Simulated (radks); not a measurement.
Task: The aluminium ion Al4+ is in [He] 2s2 2p(1/2: 2, 3/2: 3). Calculated with a radial shooting solver on a logarithmic mesh with Libxc functionals: Dirac Kohn-Sham, PBE, spin-unpolarised, spherical densities, finite nucleus; Fermi nuclear charge, rms radius of each element as measured or else 0.836 A^(1/3) + 0.57 fm. Sub-shells are occupied by j as written (lower j first in brackets). One electron is removed from 2p1/2, 2p3/2, 2s1/2, 1s1/2 in turn, with full relaxation. Which removal costs least, and what does each cost?

Result: 2p3/2 156.99 eV; 2p1/2 157.53 eV; 2s1/2 193.64 eV; 1s1/2 1667.8 eV. The 2p3/2 electron leaves first.
